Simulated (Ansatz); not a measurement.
Consider the ligand exchange at a B–Se bond: `B[SeH]` + `O=[C](O)[GeH3]` → `BO[C](=O)[GeH3]` + H₂Se.

Program: Ansatz. Geometries: PBE0-D4/def2-TZVP. ΔE: electronic, gas phase. CCSD(T)/CBS is the MP2 limit (def2-TZVPP, def2-QZVPP) plus CCSD(T) − MP2 in def2-TZVPP, frozen cores. Functionals use def2-TZVPP. B3LYP here is the variant with VWN-RPA as its local correlation; programs differ in this. HSE06 is defined as in plane-wave codes. For Ge, Se outer-core shells are correlated without core-valence functions, which leaves a few kJ/mol of doubt a bond. Scalar relativity is left out up to krypton. Each species was taken in one conformer, which may not be the lowest.

```tsv
level	ΔE (kcal/mol)	difference from CCSD(T)/CBS
LDA (SPW92)	-1.0	2.2
revPBE-D4	-0.7	2.5
BLYP-D4	-3.8	-0.6
r2SCAN-D4	-1.9	1.3
B97M-V	-2.8	0.4
PBE0-D4	-1.4	1.8
B3LYP-D4	-4.3	-1.1
r2SCANh-D4	-2.1	1.1
HSE06-D4	-1.3	1.9
BHLYP-D4	-5.4	-2.2
CAM-B3LYP-D4	-5.5	-2.3
ωB97X-V	-3.9	-0.7
ωB97M-V	-4.1	-0.9
B2PLYP	-3.8	-0.6
PBE-QIDH	-2.1	1.1
PBE	-0.2	3.0
revPBE	0.1	3.3
BLYP	-3.3	-0.1
r2SCAN	-1.8	1.4
PBE0	-1.1	2.1
B3LYP	-3.9	-0.7
r2SCANh	-2.0	1.2
r2SCAN0	-2.2	1.0
HSE06	-1.1	2.1
BHLYP	-5.2	-2.0
CAM-B3LYP	-5.3	-2.1
LC-ωPBE	-3.1	0.1
RPA@PBE/def2-TZVPP	-3.9	-0.7
MP2/def2-SVP	-5.7	-2.5
CCSD(T)/def2-SVP	-6.4	-3.2
HF/def2-TZVPP	-7.2	-4.0
MP2/def2-TZVPP	-2.8	0.4
SCS-MP2/def2-TZVPP	-4.2	-1.0
CCSD(T)/def2-TZVPP	-3.6	-0.4
HF/def2-QZVPP	-7.6	-4.4
MP2/def2-QZVPP	-2.7	0.5
SCS-MP2/def2-QZVPP	-4.1	-0.9
HF/CBS(def2)	-7.7	-4.5
MP2/CBS(def2)	-2.4	0.8
CCSD/CBS(def2)	-3.8	-0.6
CCSD(T)/CBS	-3.2	0
```

Largest T1 diagnostic among the species: 0.015.

Leaving LDA and LC-ωPBE aside and taking each functional with its dispersion term where it has one, the values, not all of them listed here, spread over 5.1 kcal/mol, from CAM-B3LYP-D4 to PBE-D4. LDA lies −0.7 kcal/mol from PBE without D4. From PBE to PBE0 (25 % exact exchange), in def2-TZVPP and without D4, ΔE moves by −0.9 kcal/mol.
